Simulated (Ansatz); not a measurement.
Ansatz (a program for electronic structure) input (CCSD(T)/def2-SVPD):

Ansatz 0.2 input:
```yaml
crystal:
  periodic: [false, false, false]
  atoms:
    - {symbol: Cd, position_ang: [-0.00000000, -0.00000000, -0.31889748]}
    - {symbol: F, position_ang: [0.00000000, 0.00000000, 1.70078657]}
basis:
  gaussian:
    orbitals: def2-SVPD
magnetization: {spin_polarized: true, initial_magnetization: 1}
correlation: {method: ccsd_t, electrons: outside_noble_gas}
output: {forces: true}
```

End of the output:

```
integrals: 0.04 GiB planned
555 factors; integrals over basis functions are off by at most 8.9e-4 eV
mean field: 0.14 GiB planned
mean field evaluation 1: about -7240.9272 eV, gradient 2.4e1 eV
mean field evaluation 2: about -7241.0248 eV, gradient 2.5e1 eV
mean field evaluation 4: about -7243.5419 eV, gradient 1.9e0 eV
mean field evaluation 8: about -7243.6279 eV, gradient 4.5e-1 eV
mean field evaluation 16: about -7243.6325 eV, gradient 7.6e-6 eV
mean field evaluation 32: about -7236.8268 eV, gradient 3.9e-1 eV
mean field evaluation 64: about -7236.7745 eV, gradient 3.9e-1 eV
mean field evaluation 96: about -7240.0690 eV, gradient 2.7e-1 eV
mean field -7243.63245680 eV, -266.1985828768 hartree, gradient 7.6e-6 eV, S^2 0.753865; 0 other end points of the search recorded, 0 dependent functions left out
5 core orbitals not correlated
reference -7243.63245680 eV, -266.1985828768 hartree; 10, 9 occupied and 42, 43 virtual orbitals, 555 factors
densities: 0.25 GiB planned
second order -12.86400810 eV of doubles, -0.00000000 eV of singles
coupled cluster: 0.20 GiB planned
cycle   1  -12.27640678 eV  change    5.9e-1 eV  update   1.1e-1
cycle   2  -12.53397033 eV  change   -2.6e-1 eV  update   4.1e-2
cycle   3  -12.60936097 eV  change   -7.5e-2 eV  update   2.4e-2
cycle   4  -12.61217256 eV  change   -2.8e-3 eV  update   8.9e-3
cycle   5  -12.60515378 eV  change    7.0e-3 eV  update   4.7e-3
cycle   6  -12.60678950 eV  change   -1.6e-3 eV  update   2.1e-3
cycle   7  -12.60842849 eV  change   -1.6e-3 eV  update   7.9e-4
cycle   8  -12.60849276 eV  change   -6.4e-5 eV  update   3.8e-4
cycle   9  -12.60837974 eV  change    1.1e-4 eV  update   1.5e-4
cycle  10  -12.60843042 eV  change   -5.1e-5 eV  update   4.6e-5
cycle  11  -12.60840045 eV  change    3.0e-5 eV  update   1.6e-5
cycle  12  -12.60840316 eV  change   -2.7e-6 eV  update   6.3e-6
cycle  13  -12.60840649 eV  change   -3.3e-6 eV  update   2.4e-6
perturbative correction -0.26481440 eV, -0.0097317496 hartree
the calculation of the forces begins
Total energy: -7256.50567769 eV, -266.6716650188 hartree
Atom 0 at    -0.000000    -0.000000    -0.318897 Å, force     0.000000     0.000000     0.100134 eV/Å
Atom 1 at     0.000000     0.000000     1.700787 Å, force     0.000000    -0.000000    -0.100134 eV/Å
Dipole moment:     0.000000     0.000000    -0.853742 e Å
```

The spin state was set by rule; other spins were not relaxed.
